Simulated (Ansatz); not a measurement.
Geometry optimisation, RHF/6-31G* in Ansatz 0.2.0.

input.yaml

```yaml
crystal:
  periodic: [false, false, false]
  atoms:
    - { symbol: C, position_ang: [-0.847, 1.5865, -0.1864] }
    - { symbol: C, position_ang: [-0.15623, 0.51364, -0.51202] }
    - { symbol: Si, position_ang: [0.43174, -0.94576, 0.30282] }
    - { symbol: O, position_ang: [1.15497, -2.29849, 0.46621] }
    - { symbol: H, position_ang: [-1.01345, 2.30258, -0.98342] }
    - { symbol: H, position_ang: [-1.27938, 1.86177, 0.76747] }
    - { symbol: H, position_ang: [0.28512, -1.38329, 1.66688] }
total_charge: 1
basis:
  gaussian: { orbitals: "6-31G*" }
hamiltonian:
  xc: hf
relax:
  f_tol: 0.02
  max_steps: 50
```

Run as:

```bash
$ ansatz run input.yaml --threads 1 --pin off --max-ram 2048MiB --backend cpu --events-out ev --progress --plain --runs-dir out
```

**Question.** Where does it end, and by what steps?

**Answer.** It converged. Limits of this set-up: the dipole of an ion depends on the origin. After 14 steps the energy has fallen by 3.978 eV; O4 moved furthest, 1.18 Å.

```tsv
step	energy less start (eV)	largest force component (eV/Å)	accepted
0	0.0000	5.130	yes
1	-1.0484	5.514	yes
2	-2.4453	4.731	yes
3	-3.4455	1.592	yes
4	-3.7103	1.022	yes
5	-3.8536	0.592	yes
6	-3.8736	1.234	yes
7	-3.9680	0.240	yes
8	-3.9747	0.098	yes
9	-3.9059	2.345	no
10	-3.9759	0.102	yes
11	-3.9771	0.090	yes
12	-3.9775	0.036	yes
13	-3.9776	0.037	yes
14	-3.9776	0.010	yes
```

```xyz
7
Properties=species:S:1:pos:R:3
C -0.825 1.557 -0.208
C -0.363 0.478 0.292
Si 0.454 -1.197 0.727
O 1.084 -1.665 -0.532
H -0.635 1.765 -1.257
H -1.395 2.260 0.385
H 0.256 -1.562 2.114
```

The run took 15 s on 1 thread of Arm Neoverse V2 (shared host), peak memory 0.12 GiB.
